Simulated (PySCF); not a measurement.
SMILES [O+]#[C-]->[MnH](<-[C-]#[O+])(<-[C-]#[O+])(<-[C-]#[O+])<-[C-]#[O+] (C₅HMnO₅), CAM-B3LYP/def2-SVP optimised geometry.

```
12

Mn    -0.06     0.70     0.00
O     -0.45    -2.25     0.00
C     -0.30    -1.12     0.00
O      0.00     1.15    -2.95
C     -0.03     0.94    -1.83
O      2.92     0.76     0.00
C      1.79     0.70     0.00
O     -2.92     1.53     0.00
C     -1.84     1.18     0.00
O      0.00     1.14     2.95
C     -0.03     0.93     1.83
H      0.14     2.25     0.00
```

Density from CAM-B3LYP/def2-TZVP run with PySCF at that geometry.

Minimum of the electron density along straight lines between bonded atoms, close to the bond critical point (lines longer than 1.1 times the sum of covalent radii, or with two minima, are not listed):

```json
[
 {"bond": "Mn1–C3", "length / Å": "1.841", "ρ at the minimum / e bohr⁻³": "0.130", "∇²ρ there / e bohr⁻⁵": "0.58", "position (fraction from the first atom)": "0.50"},
 {"bond": "O2–C3", "length / Å": "1.139", "ρ at the minimum / e bohr⁻³": "0.495", "∇²ρ there / e bohr⁻⁵": "0.52", "position (fraction from the first atom)": "0.66"},
 {"bond": "Mn1–C5", "length / Å": "1.848", "ρ at the minimum / e bohr⁻³": "0.128", "∇²ρ there / e bohr⁻⁵": "0.56", "position (fraction from the first atom)": "0.49"},
 {"bond": "O4–C5", "length / Å": "1.137", "ρ at the minimum / e bohr⁻³": "0.499", "∇²ρ there / e bohr⁻⁵": "0.57", "position (fraction from the first atom)": "0.66"},
 {"bond": "Mn1–C7", "length / Å": "1.848", "ρ at the minimum / e bohr⁻³": "0.128", "∇²ρ there / e bohr⁻⁵": "0.56", "position (fraction from the first atom)": "0.49"},
 {"bond": "O6–C7", "length / Å": "1.137", "ρ at the minimum / e bohr⁻³": "0.499", "∇²ρ there / e bohr⁻⁵": "0.57", "position (fraction from the first atom)": "0.66"},
 {"bond": "Mn1–C9", "length / Å": "1.848", "ρ at the minimum / e bohr⁻³": "0.128", "∇²ρ there / e bohr⁻⁵": "0.56", "position (fraction from the first atom)": "0.49"},
 {"bond": "O8–C9", "length / Å": "1.137", "ρ at the minimum / e bohr⁻³": "0.499", "∇²ρ there / e bohr⁻⁵": "0.57", "position (fraction from the first atom)": "0.66"},
 {"bond": "Mn1–C11", "length / Å": "1.848", "ρ at the minimum / e bohr⁻³": "0.128", "∇²ρ there / e bohr⁻⁵": "0.56", "position (fraction from the first atom)": "0.49"},
 {"bond": "O10–C11", "length / Å": "1.137", "ρ at the minimum / e bohr⁻³": "0.499", "∇²ρ there / e bohr⁻⁵": "0.57", "position (fraction from the first atom)": "0.66"},
 {"bond": "Mn1–H12", "length / Å": "1.568", "ρ at the minimum / e bohr⁻³": "0.112", "∇²ρ there / e bohr⁻⁵": "0.14", "position (fraction from the first atom)": "0.62"}
]
```
